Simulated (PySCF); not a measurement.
**A survey of 29Si NMR shifts**

Relativity neglected, equivalent nuclei averaged, one computed conformer, isolated molecule. GFN2-xTB structure; GIAO PBE0/pcSseg-1 shieldings; PySCF.

Shieldings were converted by a linear fit to measured shifts: 29Si (scatter 8.9 ppm rms, 25.8 ppm with the 6 outliers that the fit left out vs TMS, solution or neat liquid). Occasional misses reach two or three times the rms, and more in compound classes unlike the fitted ones.

Give the 29Si shifts of `[SiH3]O[Si@@H]([SiH3])CCl`, `C[SiH2]CC#C[Si@@H](O)SC`, `F[C@@H]1[SiH2]C[SiH2]C[Si@H]1P`, `C=C([SiH2][SiH2]P)SC`, `P[SiH2][C@H]1CSC[SiH2]1`, `F[C@@H]1CC[SiH2][SiH2][Si@@H]1P`.

## Answers


| compound | environment | δ (ppm) |
| --- | --- | --- |
| [SiH3:1][O:2][Si@@H:3]([SiH3:4])[CH2:5][Cl:6] | Si3: silicon bonded to C, O, Si, H | -21.5 |
| [SiH3:1][O:2][Si@@H:3]([SiH3:4])[CH2:5][Cl:6] | Si1: silicon bonded to O, 3 H | -41.8 |
| [SiH3:1][O:2][Si@@H:3]([SiH3:4])[CH2:5][Cl:6] | Si4: silicon bonded to Si, 3 H | -105.1 |
| [CH3:1][SiH2:2][CH2:3][C:4]#[C:5][Si@@H:6]([OH:7])[S:8][CH3:9] | Si6: silicon bonded to C, O, S, H | -31.1 |
| [CH3:1][SiH2:2][CH2:3][C:4]#[C:5][Si@@H:6]([OH:7])[S:8][CH3:9] | Si2: silicon bonded to 2 C, 2 H | -39.9 |
| [F:1][C@@H:2]1[SiH2:3][CH2:4][SiH2:5][CH2:6][Si@H:7]1[PH2:8] | Si7: silicon bonded to 2 C, P, H, in a 6-membered ring | -21.5 |
| [F:1][C@@H:2]1[SiH2:3][CH2:4][SiH2:5][CH2:6][Si@H:7]1[PH2:8] | Si3: silicon bonded to 2 C, 2 H, in a 6-membered ring | -43.1 |
| [F:1][C@@H:2]1[SiH2:3][CH2:4][SiH2:5][CH2:6][Si@H:7]1[PH2:8] | Si5: silicon bonded to 2 C, 2 H, in a 6-membered ring | -43.7 |
| [CH2:1]=[C:2]([SiH2:3][SiH2:4][PH2:5])[S:6][CH3:7] | Si3: silicon bonded to C, Si, 2 H | -60.4 |
| [CH2:1]=[C:2]([SiH2:3][SiH2:4][PH2:5])[S:6][CH3:7] | Si4: silicon bonded to P, Si, 2 H | -79.0 |
| [PH2:1][SiH2:2][C@H:3]1[CH2:4][S:5][CH2:6][SiH2:7]1 | Si7: silicon bonded to 2 C, 2 H, in a 5-membered ring | -22.6 |
| [PH2:1][SiH2:2][C@H:3]1[CH2:4][S:5][CH2:6][SiH2:7]1 | Si2: silicon bonded to C, P, 2 H | -44.9 |
| [F:1][C@@H:2]1[CH2:3][CH2:4][SiH2:5][SiH2:6][Si@@H:7]1[PH2:8] | Si7: silicon bonded to C, P, Si, H, in a 6-membered ring | -50.8 |
| [F:1][C@@H:2]1[CH2:3][CH2:4][SiH2:5][SiH2:6][Si@@H:7]1[PH2:8] | Si5: silicon bonded to C, Si, 2 H, in a 6-membered ring | -73.4 |
| [F:1][C@@H:2]1[CH2:3][CH2:4][SiH2:5][SiH2:6][Si@@H:7]1[PH2:8] | Si6: silicon bonded to 2 Si, 2 H, in a 6-membered ring | -107.4 |
